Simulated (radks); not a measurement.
Excited configurations of Ag: one electron is placed in a higher orbital outside [Kr] 4d10. The ground configuration is [Kr] 4d10 5s1. All-electron calculation, non-relativistic Kohn-Sham, PBEsol, spin-polarised, spherical densities, point nucleus; open shells are filled with parallel spins first (spin-orbit coupling, left out, can overturn this in heavy ions); relativity is left out, which matters for an element this heavy. Program: a radial shooting solver on a logarithmic mesh with Libxc functionals. Excitation = E - E(ground); binding = E(ion) - E, where the ion is the core of charge +1; n* = 1/sqrt(2 binding) in atomic units, and the quantum defect is n - n*.

| outer orbital | excitation (eV) | binding (eV) | n* | quantum defect |
|---|---|---|---|---|
| 4f | 6.424 | 0.944 | 3.796 | 0.204 |
| 5p | 3.491 | 3.877 | 1.873 | 3.127 |
| 5f | 6.716 | 0.652 | 4.568 | 0.432 |
| 6d | 6.367 | 1.001 | 3.687 | 2.313 |
| 6f | 6.894 | 0.474 | 5.359 | 0.641 |
| 7s | 6.048 | 1.320 | 3.210 | 3.790 |
| 7p | 6.316 | 1.051 | 3.597 | 3.403 |
| 7d | 6.688 | 0.680 | 4.474 | 2.526 |

The Delta-SCF ionisation energy is 7.368 eV (NIST Atomic Spectra Database: 7.576 eV, measured). Self-interaction in the functional shifts the binding energies and quantum defects, so they are the method's values and not measured ones. Relativity is left out here, which matters for elements this heavy.
